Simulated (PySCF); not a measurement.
Si(H)2(Me)(PH2) (CH7PSi), SMILES C[SiH2]P.

Geometry: PBE-D3(BJ)/def2-SVP. Other conformers were not sampled.

Level of theory: ωB97X/def2-TZVPD (PySCF).

Symmetry labels are those of the subgroup Cs that the program uses (full group Cs).

Computed valence orbital energies around the gap with their symmetry:
```
orbital  symmetry  energy (eV)
-------  --------  -----------
HOMO−7         A'       -16.86
HOMO−6         A"       -14.30
HOMO−5         A'       -14.10
HOMO−4         A"       -13.23
HOMO−3         A'       -12.08
HOMO−2         A"       -11.78
HOMO−1         A'       -11.18
HOMO           A'        -9.73
LUMO           A'         1.76
LUMO+1         A'         2.10
LUMO+2         A'         2.15
LUMO+3         A"         2.41
```
